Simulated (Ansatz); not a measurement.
Ideal-gas functions of `[O]=[Ti]([Cl])[Cl]` at 298.15 K and 1 bar, from an Ansatz frequency run at PBE0-D4/def2-TZVP.

Molar mass 134.77 g/mol, point group C2v (symmetry number 2), electronic degeneracy 1, moments of inertia 92.026, 283.24, 375.266 u Å². Harmonic wavenumbers (cm⁻¹, unscaled): 31, 115, 218, 393, 527, 1116.

Use S(trans) = R[1.5 ln M + 2.5 ln T − 1.1517]; rotational temperatures θ = 24.2544 K / I; S(rot) = R[ln(√π/σ · √(T³/θAθBθC)) + 1.5]; for each mode x = 1.438777 ν̃/T, S = R[x/(eˣ − 1) − ln(1 − e⁻ˣ)] and H = RT x/(eˣ − 1); 1 cm⁻¹ = 0.0119627 kJ/mol; R = 8.31446 J/(mol·K).

Q: By hand: the entropy, in J/(mol·K).

A: Translation 170.0. Rotation: θ = 0.2636, 0.0856, 0.0646 K, giving 109.7. Vibration, mode by mode: 24.12, 13.32, 8.27, 4.14, 2.49, 0.24, in all 52.6. Electronic 0.0. Sum 332.3 J/(mol·K).

Q: By hand: H − E and G − E in kJ/mol, counted from the electronic energy.

A: Zero-point energy ½ × 2400 × 0.0119627 = 14.4; thermal vibration 7.0; translation, rotation and pV give 4 RT = 9.9. H − E = 31.3 kJ/mol, and G − E = 31.3 − 298.15 × 332.3/1000 = -67.8 kJ/mol.

Vibration gives 16 % of the entropy, 37.4 J/(mol·K) of it from the modes under 150 cm⁻¹: soft modes count most, and the harmonic formula is weakest for them.
